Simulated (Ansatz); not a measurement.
One change: `CC(C)(C)C(N)=O` becomes `C#CC(C)(C)C`.

Ansatz, PBE0-D4/def2-TZVP geometries, multiplicity 1. Each molecule was computed in one conformer, which needn't be the lowest.

```tsv
property	`CC(C)(C)C(N)=O`
vertical ionisation energy (CCSD(T)/CBS(def2)) / eV	9.63
LUMO energy (PBE/def2-TZVPP) / eV	-0.28
LUMO energy (PBE0/def2-TZVPP) / eV	0.67
HOMO energy (PBE0/def2-TZVPP) / eV	-7.15
HOMO–LUMO gap (PBE/def2-TZVPP) / eV	5.27
HOMO energy (ωB97M-V/def2-TZVPP) / eV	-9.58
```

(1) What does the change do to each property? (Best estimate.)

## Answers

(1) Computed: 
```csv
property,`C#CC(C)(C)C`,shift
vertical ionisation energy (CCSD(T)/CBS(def2)) / eV,10.26,0.63
LUMO energy (PBE/def2-TZVPP) / eV,0.30,0.58
LUMO energy (PBE0/def2-TZVPP) / eV,1.08,0.41
HOMO energy (PBE0/def2-TZVPP) / eV,-7.65,-0.50
HOMO–LUMO gap (PBE/def2-TZVPP) / eV,6.73,1.46
HOMO energy (ωB97M-V/def2-TZVPP) / eV,-9.94,-0.36
```

With PBE0 the HOMO falls by 0.50 eV and the LUMO rises by 0.41 eV, so the gap widens by about 0.91 eV. PBE moves the HOMO by -0.90 eV and ωB97M-V by -0.36 eV.
